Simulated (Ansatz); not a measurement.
`C#[C][In]([F])[F]` + HCl → `C#[C][In]([F])[Cl]` + H–F at 298.15 K and 1 bar (ligand exchange at the In–F bond).

Program: Ansatz. Geometries: PBE0-D4/def2-TZVP. ΔE: electronic, gas phase. CCSD(T)/CBS adds triple-zeta CCSD(T) − MP2 to the extrapolated MP2 energy (def2 sets, frozen cores). This one scheme is used for every species. def2 core potentials past Kr. For In outer-core shells are correlated without core-valence functions, which leaves a few kJ/mol of doubt a bond.

```csv
species,CCSD(T)/CBS energy (Eh),H − E (kJ/mol),S (J/(mol·K))
`C#[C][In]([F])[F]`,-466.09678,77.5,348.9
HCl,-460.38127,26.6,186.8
`C#[C][In]([F])[Cl]`,-826.10583,76.4,365.4
H–F,-100.39570,33.5,173.6
```

H − E and S are ideal-gas, rigid-rotor, harmonic terms from PBE0-D4/def2-TZVP. 1 Eh = 2625.50 kJ/mol, R = 8.31446 J/(mol·K).

Task: By hand: ΔE, ΔH, ΔS and ΔG.

Result: ΔE = (-826.10583) + (-100.39570) − (-466.09678) − (-460.38127) = -0.02348 Eh = -61.6 kJ/mol. Δ(H − E) = 76.4 + 33.5 − 77.5 − 26.6 = 5.8, so ΔH = -55.8 kJ/mol. ΔS = 365.4 + 173.6 − 348.9 − 186.8 = 3.3 J/(mol·K). ΔG = -55.8 − 298.15 × (3.3)/1000 = -56.8 kJ/mol.

Task: By hand: the equilibrium constant, and the temperature at which ΔG would vanish if ΔH and ΔS stayed fixed.

Result: log₁₀ K = −ΔG/(RT ln 10) = 10.0. ΔH and −TΔS have one sign here, so there is no such temperature.

The number of gas molecules stays the same, so ΔS is small and ΔH decides. A doubt of 5 kJ/mol in ΔE shifts log₁₀ K by 0.9 here. These are equilibria of isolated gas molecules and say nothing of rates. Largest T1 diagnostic: 0.017 (customary marks: 0.02 for closed shells, 0.045 for open ones).

ΔS is within the doubt of such terms, so its sign, and with it that verdict, could turn.
